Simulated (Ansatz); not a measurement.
C3H7NTe can be A, `C=C(N)[Te]C`, or B, `C[Te]C(C)=N`.

Calculated with Ansatz (gas phase, PBE0-D4/def2-TZVP geometries, no zero-point term in ΔE). CCSD(T)/CBS is the MP2 limit (def2-TZVPP, def2-QZVPP) plus CCSD(T) − MP2 in def2-TZVPP, frozen cores. DFT in def2-TZVPP. Elements past krypton have def2 core potentials. For Te outer-core shells are correlated without core-valence functions, which leaves a few kJ/mol of doubt a bond. Each species was taken in one conformer, which may not be the lowest.

Q: Which is lower in electronic energy at CCSD(T)/CBS, and by how much? (Estimate.)

A: The calculation gave: B, by 5.6 kcal/mol.

Q: Give E(B) − E(A) in kcal/mol with PBE0-D4, HF/def2-TZVPP, r2SCAN-D4, ωB97M-V, B2PLYP, MP2/def2-TZVPP, PBE-D4. (Best estimate.)

A: Ansatz gave: PBE0-D4 -5.2, HF/def2-TZVPP -5.8, r2SCAN-D4 -6.4, ωB97M-V -5.0, B2PLYP -6.0, MP2/def2-TZVPP -5.4, PBE-D4 -6.3. None reverses the order clearly.

Largest T1 diagnostic: 0.012.

From PBE to PBE0 (25 % exact exchange), in def2-TZVPP and without D4, E(B) − E(A) moves by +1.1 kcal/mol.
